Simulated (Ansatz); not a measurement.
Computed with Ansatz on PBE0-D4/def2-TZVP structures; ΔE is electronic, products minus reactants. CCSD(T)/CBS adds triple-zeta CCSD(T) − MP2 to the extrapolated MP2 energy (def2 sets, frozen cores). This one scheme is used for every species. DFT in def2-TZVPP. B3LYP here is the variant with VWN-RPA as its local correlation; programs differ in this. Each species was taken in one conformer, which may not be the lowest.

Reaction (cleavage of the Si–Si bond): `N[SiH2][SiH2]F` + `N[Si](O)(O)O` → `N[SiH2]O[Si](N)(O)O` + `F[SiH3]`

`N[SiH2][SiH2]F`:

Z-matrix (Å, degrees):
```
Si
Si 1 2.346
N 1 1.722 2 107.7
H 1 1.489 2 109.2 3 117.5
H 1 1.496 2 108.9 3 -126.5
F 2 1.612 1 108.6 3 52.8
H 2 1.487 1 112.3 3 -65.6
H 2 1.488 1 112.1 3 171.6
H 3 1.008 1 119.2 2 -48.4
H 3 1.008 1 120.0 2 169.3
```

`N[Si](O)(O)O`:

Cartesian coordinates in Å:
```
N 0.832 0.478 -1.164
Si -0.143 -0.013 0.135
O -1.239 -1.208 -0.116
O -0.981 1.337 0.516
O 0.816 -0.623 1.319
H 0.481 1.154 -1.822
H 1.492 -0.151 -1.589
H -1.014 -2.061 0.257
H -1.834 1.188 0.927
H 1.589 -0.102 1.539
```

`N[SiH2]O[Si](N)(O)O`:

Cartesian coordinates in Å:
```
N 0.062 -0.280 2.111
Si -0.219 1.244 1.338
O -0.454 1.031 -0.264
Si -0.220 -0.271 -1.236
N 1.460 -0.391 -1.499
O -1.034 -0.067 -2.634
O -0.783 -1.619 -0.505
H -0.487 -0.508 2.926
H 1.011 -0.603 2.225
H -1.449 1.810 1.944
H 0.935 2.161 1.511
H 1.955 0.424 -1.826
H 1.813 -1.220 -1.950
H -1.990 -0.109 -2.586
H -0.599 -1.600 0.445
```

`F[SiH3]`:

```xyz
5

F     0.948    0.666   -1.044
Si   -0.025   -0.017    0.027
H    -1.414    0.073   -0.480
H     0.110    0.712    1.310
H     0.380   -1.433    0.188
```

| level | ΔE (kJ/mol) |
| --- | --- |
| r2SCAN-D4 | -139.6 |
| r2SCAN | -137.8 |
| PBE0 | -123.4 |
| B3LYP | -136.0 |

Task: What does CCSD(T)/CBS give? (Estimate.)

Result: Ansatz gave: -144.6 kJ/mol. The listed levels differ from it by 5.0, 6.8, 21.2, 8.6 kJ/mol.

Largest T1 diagnostic among the species: 0.011.

The D4 term adds −7.5 kJ/mol with B3LYP and −4.5 kJ/mol with PBE0; it sums over pairs of atoms, weighted by their polarisabilities, and B3LYP, whose exchange is more repulsive, gets the larger term. From PBE to PBE0 (25 % exact exchange), in def2-TZVPP and without D4, ΔE moves by −8.0 kJ/mol.
